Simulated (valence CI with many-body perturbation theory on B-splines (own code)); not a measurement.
Results of a calculation; reference values are marked as such.
A CI+MBPT run for Ho34+

Level of theory: configuration interaction combined with many-body perturbation theory (CI+MBPT): five valence electrons over a frozen Dirac-Fock core [Ar] 3d10, a basis of 6 s, 6 p, 5 d, 3 f, 1 g functions for each j, with the one-electron correlation potential Σ1 (screened to all orders), the two-electron term Σ2, the three-electron term Σ3, Breit, model QED; selected single and double excitations, second order for the rest, scaled by the run's own slope (own B-spline code, finite nucleus).

Command, and the settings that its task file holds:

```sh
python run_cv.py task.json out
```

```
atom Ho  Z=67  mass_number=165  rms_radius_fm=5.2022
core [Ar] 3d10
valence 4s2 4p3
avg = 0
basis = S
breit = 1
cap = 10000
capref = 1200
cscale = 1
de = 0.0
dress = 0
eps = 2e-08
extrap = 1
h = 0.27
hh = 1
l2 = 3
lcore = 6
maxit = 60
n2 = 5
natural = 1
nlev = 21
nno = [3, 3, 3, 2, 1]
nroot = 26
nsp = [3, 3, 2, 1, 0]
pt2 = 1
qed = 1
rpa = 1
s1 = 1
s2 = 1
s3 = 1
screen = 1
tol = 2e-05
whole = 1
```

It took 30 s on 1 thread of AMD EPYC 9R45 96-Core Processor (Zen 5), on a shared host.

Log. The first blocks belong to the next ion, which gives the ionisation energy. Fields: 2J, parity (1 odd), roots, reference size, generating configurations, candidates as configurations/state functions, variational space P, stored matrix elements, Davidson steps; e2 is the range of second-order energies in hartree. The first line gives the box (bohr), its intervals, the orbitals and the steps of their self-consistent field. Window is the range of levels sought, series limit the energy at which the first omitted orbital would enter, core excitation an estimate of the first excitation out of the core, left out the lowest levels not solved, and shifts from estimates the range by which levels moved from their first estimate, all in cm⁻¹.

```
rmax 3.3 intervals 57 orbitals 36 references ['4s2 4p3'] scf 4 t 0.4
2J=0 par=0 roots 2 ref 22 generators 8 cand 3162/5084 P 719/1000 nnz 0 it 0
2J=0 par=0 roots 2 ref 22 generators 10 cand 3783/6893 P 1451/2173 nnz 0 it 5
   second order: generators 23 cand 5265/9659 e2 -0.00002 -0.00002
reference levels 429, estimated 53, window 1607821 1/cm; series limit 5867787, core excitation 9682110
2J=3 par=1 roots 4 ref 39 generators 16 cand 8513/90980 P 912/3543 nnz 1.3e+06 it 4
2J=3 par=1 roots 4 ref 39 generators 31 cand 11896/136326 P 1964/9999 nnz 9.2e+06 it 6
   second order: generators 48 cand 14899/204636 e2 -0.00089 -0.00016
2J=5 par=1 roots 2 ref 39 generators 10 cand 7881/96155 P 728/3549 nnz 1.5e+06 it 5
2J=5 par=1 roots 2 ref 39 generators 24 cand 12358/171310 P 1677/9998 nnz 9.9e+06 it 6
   second order: generators 39 cand 13588/214586 e2 -0.00095 -0.00030
2J=1 par=1 roots 2 ref 24 generators 11 cand 7265/46718 P 1070/3529 nnz 1.3e+06 it 4
2J=1 par=1 roots 2 ref 24 generators 21 cand 10502/71308 P 2500/9998 nnz 8e+06 it 6
   second order: generators 37 cand 13578/105192 e2 -0.00017 -0.00009
2J=3 par=0 roots 8 ref 66 generators 17 cand 8293/80344 P 834/3587 nnz 1.4e+06 it 8
2J=3 par=0 roots 8 ref 66 generators 32 cand 12868/148751 P 1986/9997 nnz 8.4e+06 it 9
   second order: generators 60 cand 18669/261339 e2 -0.00163 -0.00069
2J=5 par=0 roots 7 ref 69 generators 19 cand 10111/122826 P 777/3583 nnz 1.5e+06 it 7
2J=5 par=0 roots 7 ref 69 generators 34 cand 13262/193198 P 1859/9995 nnz 8.8e+06 it 11
   second order: generators 58 cand 17760/314058 e2 -0.00191 -0.00088
2J=1 par=0 roots 5 ref 42 generators 15 cand 7598/44702 P 1148/3549 nnz 1.2e+06 it 6
2J=1 par=0 roots 5 ref 42 generators 30 cand 11611/79164 P 2622/10000 nnz 7.8e+06 it 8
   second order: generators 51 cand 15781/127691 e2 -0.00042 -0.00017
2J=7 par=0 roots 4 ref 51 generators 14 cand 9560/121330 P 726/3547 nnz 1.5e+06 it 5
2J=7 par=0 roots 4 ref 51 generators 31 cand 13017/202071 P 1602/9998 nnz 1e+07 it 7
   second order: generators 47 cand 14658/248955 e2 -0.00128 -0.00079
2J=9 par=0 roots 2 ref 31 generators 9 cand 6025/72296 P 735/3536 nnz 1.8e+06 it 5
2J=9 par=0 roots 2 ref 31 generators 20 cand 10465/140855 P 1559/9997 nnz 1.2e+07 it 5
   second order: generators 35 cand 12879/198258 e2 -0.00030 -0.00027
left out: unestimated 2338093, estimated 1965281, shifts from estimates -33 to 39
operators 1.5
```

The Davidson iterations converged.

The last digits are not significant, and no measured levels were compared; by estimate large intervals hold to a few tenths of a per cent, small ones and those within an open d or f shell to about a per cent. Among the levels kept, up to 420 cm⁻¹ of a level comes from second order outside the variational space, and about a tenth of that is noise between levels of different J, which matters for small intervals.

| Item | Value |
| --- | --- |
| Valence energy | -297.236 hartree |
| Ionisation energy | 1444.3 eV (NIST: 1443 ± 5 eV (theoretical)) |
| Reference configurations for the orbitals | 4s2 4p3 |
| Radial orbitals | 36 |
| Box radius | 3.275 bohr |
| Largest variational space | 10000 |
| Lowest levels | (4s^2 4p1/2^2 4p3/2) J=3/2 0, (4s^2 4p1/2 4p3/2^2) J=3/2 405910, (4s^2 4p1/2 4p3/2^2) J=5/2 443900, (4s^2 4p1/2 4p3/2^2) J=1/2 491520, (4s^2 4p3/2^3) J=3/2 903850, (4s^2 4p1/2^2 4d3/2) J=3/2 1033400, (4s 4p1/2^2 4p3/2^2) J=5/2 1037300, (4s 4p1/2^2 4p3/2^2) J=1/2 1157300, (4s 4p1/2^2 4p3/2^2) J=3/2 1180300, (4s^2 4p1/2^2 4d5/2) J=5/2 1196400, (4s^2 4p1/2 4p3/2 4d3/2) J=3/2 [a] 1436700, (4s^2 4p1/2 4p3/2 4d3/2) J=5/2 [a] 1443400, (4s^2 4p1/2 4p3/2 4d3/2) J=1/2 [a] 1444900, (4s 4p1/2 4p3/2^3) J=3/2 1463100 cm⁻¹ |

Levels are named by their leading jj configuration (3d3/2^4 stands for four electrons in 3d with j = 3/2), which in mixed levels can hold well under half, so a name can repeat and another be missing. Letters in brackets count levels of one name in rising energy.
